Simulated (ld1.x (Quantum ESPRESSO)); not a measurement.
## Cutoff test, Al, RRKJ

ld1.x (Quantum ESPRESSO) 7.5 input, shortened:

```
&input
   title='Al', zed=13., rel=0, dft='PBE', iswitch=3,
   config='[Ne] 3s2 3p0 3d-2'
 /
 &inputp
   pseudotype=2, tm=.false., rho0=0.001, lloc=-1, rcloc=0.60,
   nlcc=.false.
 /
3
3S  1  0   2.00   0.00  2.15  2.15  0.0
3P  2  1   0.00   0.00  0.70  0.70  0.0
3D  3  2  -2.00  -0.15  2.30  2.30  0.0
 &test
   configts(1)='3s2 3p0'
 /
```

The pseudo-atom Hamiltonian at the reference potential is diagonalised in spherical Bessel functions j_l(qr) that vanish at 20 bohr, with q² up to the cutoff. All-electron valence levels (Ry): 3s -1.0866, 3p -0.6663.

Task: How do the lowest levels (Ry) of each channel move with the cutoff, and are there ghosts?

Result:

| cutoff (Ry) | s #1 | s #2 | s #3 | p #1 | p #2 | d #1 | d #2 | f #1 | f #2 | Σ f·Δε (mRy) |
| --- | --- | --- | --- | --- | --- | --- | --- | --- | --- | --- |
| 8 | -1.0909 | -0.3014 | -0.1110 | -1.3440 | -0.2935 | -0.2263 | -0.0755 | -0.0518 | 0.0443 | 8.5 |
| 10 | -1.0910 | -0.3619 | -0.1921 | -1.4880 | -0.3153 | -0.2278 | -0.0761 | -0.0518 | 0.0443 | 8.7 |
| 12 | -1.1093 | -1.0177 | -0.2703 | -1.6384 | -0.3362 | -0.2288 | -0.0765 | -0.0518 | 0.0443 | 45.3 |
| 15 | -2.0611 | -1.0857 | -0.2759 | -1.8744 | -0.3660 | -0.2294 | -0.0767 | -0.0518 | 0.0443 | 1.9 |
| 21 | -4.9130 | -1.0860 | -0.2775 | -2.1995 | -0.4027 | -0.2298 | -0.0769 | -0.0518 | 0.0443 | 1.2 |
| 25 | -5.9778 | -1.0862 | -0.2775 | -2.4455 | -0.4281 | -0.2298 | -0.0769 | -0.0518 | 0.0443 | 0.9 |
| 30 | -7.3770 | -1.0864 | -0.2775 | -2.6907 | -0.4518 | -0.2298 | -0.0769 | -0.0518 | 0.0443 | 0.4 |
| 35 | -8.5113 | -1.0866 | -0.2775 | -2.9342 | -0.4739 | -0.2298 | -0.0769 | -0.0518 | 0.0443 | 0.1 |
| 400 | -12.0523 | -1.0866 | -0.2777 | -5.7109 | -0.6662 | -0.2298 | -0.0769 | -0.0518 | 0.0443 | 0.0 |

Result: ghost states, extra bound levels that the all-electron valence spectrum of the same l lacks: s at -164.0 eV, p at -77.7 eV (a true bound ghost makes a file unfit for plane-wave use); 10 mRy is reached at 15 Ry and 1 mRy at 25 Ry.

The cutoffs count occupied waves only; the empty 3p level needs 160 Ry at the loose tolerance. 6 of 7 tests not solved or not reliable.
